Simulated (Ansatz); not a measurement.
Consider the formal exchange of groups at a B–Sn bond: `[BH2][SnH]([OH])[OH]` + `O[SiH2]F` → `B[SiH](O)F` + `[OH][SnH2][OH]`.

Calculated with Ansatz (gas phase, PBE0-D4/def2-TZVP geometries, no zero-point term in ΔE). CCSD(T)/CBS adds triple-zeta CCSD(T) − MP2 to the extrapolated MP2 energy (def2 sets, frozen cores). DFT in def2-TZVPP. def2 core potentials past Kr. For Sn outer-core shells are correlated without core-valence functions, which leaves a few kJ/mol of doubt a bond. One conformer a species, not always the lowest.

```csv
level,ΔE (kJ/mol)
PBE0,14.8
CCSD/CBS(def2),23.0
```

Task: What does CCSD(T)/CBS give? (An estimate is asked.)

Result: Ansatz gave: +22.8 kJ/mol. The listed levels differ from it by -8.0, 0.2 kJ/mol.

Largest T1 diagnostic among the species: 0.014.
